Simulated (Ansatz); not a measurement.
Job for Ansatz (an electronic-structure program): R-B3LYP-D3(BJ)/def2-TZVP on HCl (SMILES Cl).

Ansatz 0.2 input:
```yaml
crystal:
  periodic: [false, false, false]
  atoms:
    - {symbol: Cl, position_ang: [0.00000000, 0.00000000, 0.64000000]}
    - {symbol: H, position_ang: [0.00000000, 0.00000000, -0.64000000]}
basis:
  gaussian:
    orbitals: def2-TZVP
hamiltonian:
  xc: b3lyp
  dispersion: d3bj
relax: {f_tol: 0.004, max_steps: 120}
scf: {lower_state_search: off}
```

Predict the final total energy.

-460.8357 hartree.
